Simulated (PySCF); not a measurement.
NMR data simulated for an unnamed compound:

1H NMR (300 MHz, computed): δ 5.86 (m, 1H), 2.14 (s, 3H).

13C{1H} NMR (computed): δ 228.5 (C), 131.5 (C), 117.2 (C), 95.4 (CH), 91.3 (C), 20.9 (CH3).

[PySCF 2.14.0 with density-fitted response routines: shielding tensors at PBE0/pcSseg-1 (GIAO); GFN2-xTB structure; averaged over atoms made equivalent by symmetry, fast rotation or ring inversion; isolated molecule; non-relativistic; one computed conformer]

δ = σ(ref) − σ, references computed at the same level: 1H (σref 31.72), 13C (σref 186.93) against TMS.

Which of these does the molecule contain: a non-aromatic C=C double bond, a CF3 group, a nitrile, an OH group, an N-methyl group, a Si–CH3 group?

## Answers


- A non-aromatic C=C double bond: yes.
- A CF3 group: yes (δC 131.5).
- A nitrile: yes (δC 117.2).
- An OH group: no.
- An N-methyl group: no.
- A Si–CH3 group: no.

The data belong to `FC(C=C=C(C)C#N)(F)F`, C₆H₄F₃N; they needn't prove each group on their own.

Carbon signals by region: 1 in the far downfield region (above 160 ppm), 2 in the sp2 and nitrile region (100–160 ppm), 2 at 50–100 ppm, 1 below 50 ppm. Above 160 ppm: 228.5, central carbon of an allene.

Splittings by 19F in the carbon and heteronuclear signals aren't shown, as no couplings were computed. Shifts are as computed. Against solution values, carbons near 30 ppm lie about +3 ppm off and those near 130 ppm about +5 ppm. Of 1211 compounds with measured shifts, 218 miss one by over three times the rms of a fit or turn the order of signals round; such compounds aren't used in these exercises. Multiplicities follow the n + 1 count of equivalent neighbours, as no J values were calculated; m marks all less simple cases, F and P coupling included.
